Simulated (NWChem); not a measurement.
Species: BeSiH$_{3}$I; SMILES [SiH3][Be][I]

Results from NWChem. Coordinates come from a PBE0/def2-SVP optimisation. def2 effective core potentials on I; no spin-orbit coupling. Level: PBE0/def2-SVPD; the question gives the wavelength of the field.

**Question.** Predict the results for field 589 nm. Quantities: isotropic polarisability (bohr³); anisotropy (bohr³).

**Answer.** 
- isotropic polarisability (bohr³): 90.1
- anisotropy (bohr³): 46.6
